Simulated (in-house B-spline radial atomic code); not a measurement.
Ionisation energies along the 41-electron series, configuration [Kr] 4d5, as differences of self-consistent energies. NIST's values go from ground level to ground level; the uncertainty of those that are theory runs from under 0.1 % in few-electron ions to several per cent in heavy many-electron ones. Computed with a radial B-spline atomic code at the basis-set limit: non-relativistic Hartree-Fock, average of the configuration, point nuclei.

This level leaves out relativity, spin-orbit splitting included, which matters for heavy ions.

| ion | configuration after | ionisation energy (eV) | IE/(q+1)² (eV) | -ε less Coulomb ΔSCF (eV) | tabulated value (eV) | tabulated kind | computed minus tabulated (eV) |
| --- | --- | --- | --- | --- | --- | --- | --- |
| Mo+ | [Kr] 4d4 | 14.0 | 3.4908 | 1.2662 | 16.16 | semi-empirical | -2.2 |
| Tc2+ | [Kr] 4d4 | 27.5 | 3.0557 | 1.1615 | 29.55 | semi-empirical | -2.0 |
| Ru3+ | [Kr] 4d4 | ? | ? | ? | ? | tabulated theory | ? |
| Rh4+ | [Kr] 4d4 | 61.8 | 2.4729 | 1.0946 | 63 | tabulated theory | -1.2 |
| Pd5+ | [Kr] 4d4 | 82.2 | 2.2834 | 1.0845 | 84.1 | tabulated theory | -1.9 |
| Ag6+ | [Kr] 4d4 | 104.6 | 2.1346 | 1.0803 | 106 | tabulated theory | -1.4 |
| Cd7+ | [Kr] 4d4 | 128.9 | 2.0148 | 1.0796 | 130.1 | tabulated theory | -1.2 |
| In8+ | [Kr] 4d4 | 155.2 | 1.9161 | 1.081 | 156 | tabulated theory | -0.8 |
| Sn9+ | [Kr] 4d4 | 183.3 | 1.8334 | 1.0836 | 184 | tabulated theory | -0.7 |
| Sb10+ | [Kr] 4d4 | 213.3 | 1.763 | 1.0872 | 214 | tabulated theory | -0.7 |
| Te11+ | [Kr] 4d4 | ? | ? | ? | ? | tabulated theory | ? |
| I12+ | [Kr] 4d4 | 278.8 | 1.6496 | 1.0958 | 279 | tabulated theory | -0.2 |
| Xe13+ | [Kr] 4d4 | ? | ? | ? | ? | tabulated theory | ? |
| Cs14+ | [Kr] 4d4 | 351.4 | 1.562 | 1.1054 | 352 | tabulated theory | -0.6 |
| Ba15+ | [Kr] 4d4 | 390.5 | 1.5252 | 1.1104 | 390 | tabulated theory | 0.5 |
| La16+ | [Kr] 4d4 | 431.2 | 1.4922 | 1.1154 | 431 | tabulated theory | 0.2 |
| Ce17+ | [Kr] 4d4 | 473.8 | 1.4623 | 1.1204 | 472 | tabulated theory | 1.8 |

Problem. Fill in the row of Ru3+.

Solution. ionisation energy (eV): 43.5; IE/(q+1)² (eV): 2.7213; -ε less Coulomb ΔSCF (eV): 1.1161; tabulated value (eV): 45; computed minus tabulated (eV): -1.5.

Problem. Fill in the row of Te11+.

Solution. ionisation energy (eV): 245.1; IE/(q+1)² (eV): 1.7024; -ε less Coulomb ΔSCF (eV): 1.0913; tabulated value (eV): 245; computed minus tabulated (eV): 0.1.

Problem. Fill in the row of Xe13+.

Solution. ionisation energy (eV): 314.2; IE/(q+1)² (eV): 1.6032; -ε less Coulomb ΔSCF (eV): 1.1005; tabulated value (eV): 314; computed minus tabulated (eV): 0.2.
